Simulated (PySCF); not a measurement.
Molecule: C2H5F2Si (charge -1, singlet). It need not be the lowest isomer of its formula. Whether it binds its extra electron was not tested at this geometry. SMILES: [CH2-][Si](F)(C)F
Geometry from a B3LYP-D3(BJ)/def2-TZVP (Ansatz) optimisation:
```xyz
10

Si    -0.1412    -0.0432     0.0132
F      0.0752     1.1951     1.0741
F      0.0015     0.6558    -1.4689
C     -1.6341    -0.8976     0.2377
C      1.5798    -0.8462     0.1337
H     -2.0570    -1.0664     1.2230
H     -2.1090    -1.4465    -0.5693
H      1.7163    -1.2892     1.1245
H      1.6664    -1.6546    -0.5982
H      2.3956    -0.1347    -0.0409
```
Charge -1, spin multiplicity 1.

Dispersion corrections to the total energy (kcal/mol) from the dftd3 and dftd4 libraries through PySCF: D3(BJ) without and D4 with the three-body term, each with the damping fitted for the functional named.

```
functional  D3(BJ)     D4
----------  ------  -----
B3LYP        -7.47  -8.27
revPBE      -10.59    [?]
TPSSh        -4.91  -6.30
BLYP         -9.11    [?]
HSE06        -2.81  -4.01
LC-wPBE        [?]  -5.72
r2SCAN       -1.17  -1.27
```

Question: What belongs in the gaps?

Answer: 
- revPBE, D4: -16.17
- BLYP, D4: -11.40
- LC-wPBE, D3(BJ): -4.02
